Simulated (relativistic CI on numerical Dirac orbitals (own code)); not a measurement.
Computed by Dirac-Coulomb-Breit CI, orbitals from a KLI potential per configuration, model QED (radiative potential, 1s self-energy scaled to tabulated hydrogen-like ionisation energies), unscaled Slater integrals (own radial code, finite nucleus).

The strongest absorption lines from the ground level of an ion, among the configurations computed and to levels below about 4040 eV (vacuum wavelength in nm, gf): 0.30840 (0.13), 0.30951 (0.054), 0.38962 (0.0054), 0.40394 (0.066), 0.40843 (0.4), 0.41244 (0.24), 5.2823 (0.14), 14.179 (0.0069).

(1) Which ion is it?
A. Nb37+
B. Ru40+
C. Br31+
D. Ag43+

## Answers

(1) A. Nb37+ has 4 electrons and the ground level 2s² ¹S0; the strongest line goes to 2s3p ¹P°1. The pattern of lines fixes the number of electrons, and along that sequence the line energies rise steadily with the charge (about as its square where n changes within one kind of shell, about linearly where n is kept but much faster in heavy ions where fine structure, which grows about as Z⁴, sets the gap, and irregularly where shells cross), which fixes Z. Configurations outside the model, such as inner-shell arrays, can give stronger lines. At this charge energies of transitions that change n are usually good to better than 1 %, and those within a shell (Δn = 0) to a few per cent.

LS names give the leading component of a level, which can be under half, so a name can repeat, a term be missing and a line seem to break the LS rules.
